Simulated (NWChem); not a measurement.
Molecule: AuH$_{3}$O; SMILES [OH2]->[AuH]

All runs: NWChem. Medium grid unless said otherwise, to which SCAN and Minnesota functionals are sensitive. Geometry: optimised at PBE-D3(BJ)/def2-SVP. def2 effective core potentials on Au; no spin-orbit coupling. Total energies of different functionals are on different scales.

```
level                                                               energy (Ha)  highest occupied level (eV)  orbital gap (eV)  dipole (D)
------------------------------------------------------------------  -----------  ---------------------------  ----------------  ----------
B3LYP/def2-SVP                                                        -212.7598                        -6.55              5.65        4.92
PBE/def2-SVP                                                          -212.6645                            …                 …        4.77
HCTH/407/def2-SVP                                                     -213.1676                        -5.78              4.22        4.76
M06/def2-SVP                                                          -212.6893                        -6.69              5.93        4.89
LDA (Slater exchange, VWN5)/def2-SVP                                  -211.9590                        -5.95              4.37        4.74
LRC-wPBEh/def2-SVP                                                    -212.6395                        -8.48              9.58        5.09
LC-wPBE (HJS exchange hole, range parameter 0.4 per bohr)/def2-SVP    -212.6821                        -9.14             10.77        5.35
```

Task: What belongs in the gaps?

Result: 
- PBE/def2-SVP, highest occupied level (eV): -5.69
- PBE/def2-SVP, orbital gap (eV): 4.27
